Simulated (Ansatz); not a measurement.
C₂H₅ClFNSi, SMILES `C=C[Si](N)(F)Cl`, relaxed with RKS PBE0-D4/def2-TZVP in the Gaussian-basis code of Ansatz from a PBE-D4/def2-SVP geometry. The force threshold is 0.005 eV/Å; the program also tests the step.

Total charge 0; spin multiplicity 1.

Start:

```xyz
11

C     0.117   -0.047    1.851
C     0.952    0.035    0.794
Si    0.339   -0.155   -0.946
N    -1.371    0.027   -1.014
F     0.649   -1.639   -1.563
Cl    1.433    1.158   -2.144
H     0.470    0.075    2.890
H    -0.961   -0.242    1.713
H     2.026    0.231    0.966
H    -1.869   -0.360   -1.820
H    -1.786    0.917   -0.727
```

Question: How much energy does the relaxation release, and in how many steps? (Best estimate.)

Answer: Computed: 9.01 kJ/mol, in 9 steps, 1 of them rejected.

Question: Which bonds change most? (An estimate is asked.)

Answer: Computed: Si3–F5 from 1.636 to 1.592 Å; Si3–Cl6 from 2.087 to 2.058 Å; Si3–N4 from 1.721 to 1.694 Å; C1–C2 from 1.349 to 1.331 Å.

Question: Give the relaxed structure. (An estimate is asked.)

Answer: Computed: 
```xyz
11

C     0.123   -0.049    1.837
C     0.940    0.029    0.790
Si    0.331   -0.151   -0.936
N    -1.349    0.045   -1.030
F     0.630   -1.594   -1.538
Cl    1.417    1.148   -2.106
H     0.480    0.066    2.857
H    -0.940   -0.235    1.713
H     1.998    0.217    0.958
H    -1.853   -0.392   -1.786
H    -1.776    0.916   -0.760
```
